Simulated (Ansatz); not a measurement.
System: C$_{4}$H$_{11}$Ge, charge 0, multiplicity 2. It need not be the lowest isomer of its formula. SMILES: [CH](C)C[CH2][GeH3]
Geometry from a B3LYP-D3(BJ)/def2-TZVP (Ansatz, a program for electronic structure) optimisation:
```
C
H 1 1.0981
H 1 1.1037 2 104.46
C 1 1.4882 2 109.24 3 117.32
H 4 1.0838 1 118.37 2 147.93
C 4 1.4851 5 119.30 1 -167.22
H 6 1.0907 4 112.03 5 -23.54
H 6 1.0956 7 108.16 4 123.27
H 6 1.1015 7 107.02 8 113.76
C 1 1.5309 2 110.00 3 -117.02
H 10 1.0922 1 110.20 2 -64.21
H 10 1.0927 11 106.80 1 119.75
Ge 10 1.9710 11 108.06 12 115.78
H 13 1.5407 10 110.80 11 -57.30
H 13 1.5419 14 108.72 10 -121.11
H 13 1.5420 14 108.70 15 -117.71
```
Charge 0, spin multiplicity 2.

Wanted: atomisation energy (electronic, to ground-state atoms), in kcal/mol. Cores are frozen in the correlated levels unless marked. Open shells are spin-unrestricted. No spin-orbit coupling. Frozen are the shells of the preceding noble gas and the d and f shells that filled before the atom's block. No relativistic terms. The coupled-cluster limit lacks core correlation, which all-electron functionals hold. CBS(X,Y): correlation extrapolated as X^-3; Hartree-Fock from the larger set. [CCSD(T)-MP2]/basis is that difference in the basis named.

```csv
level,program,atomisation energy (kcal/mol)
BLYP-D4/def2-TZVPD,Ansatz + dftd4,___
revPBE-D3(BJ)/def2-TZVPD,Ansatz + dftd3,___
r2SCAN/def2-TZVPD,Ansatz,1377.4
B3LYP-D4/def2-TZVPD,Ansatz + dftd4,1373.0
PBE0/STO-3G,Ansatz,1744.4
PBE0/def2-TZVP,Ansatz,1373.2
BHLYP-D3(BJ)/def2-TZVPD,Ansatz + dftd3,1350.5
r2SCANh/def2-TZVPD,Ansatz,1373.2
r2SCAN0-D4/def2-TZVPD,Ansatz + dftd4,1369.5
HSE06-D4/def2-TZVPD,Ansatz + dftd4,___
LC-wPBE-D4/def2-TZVPD,Ansatz + dftd4,1378.9
wB97M-V/def2-TZVPD,Ansatz,1371.4
SCS-MP2/6-31G,Ansatz,1188.1
SCS-MP2/cc-pVTZ,Ansatz,1344.9
CCSD/STO-3G,Ansatz,1515.1
CCSD/cc-pVDZ,Ansatz,1268.7
"RI-MP2/CBS(cc-pVTZ,cc-pVQZ)+[CCSD(T)-MP2]/cc-pVTZ",Ansatz,1370.8
```

Problem. Fill in the missing entries.

Solution. 
- BLYP-D4/def2-TZVPD, atomisation energy (kcal/mol): 1361.6
- revPBE-D3(BJ)/def2-TZVPD, atomisation energy (kcal/mol): 1359.7
- HSE06-D4/def2-TZVPD, atomisation energy (kcal/mol): 1380.0
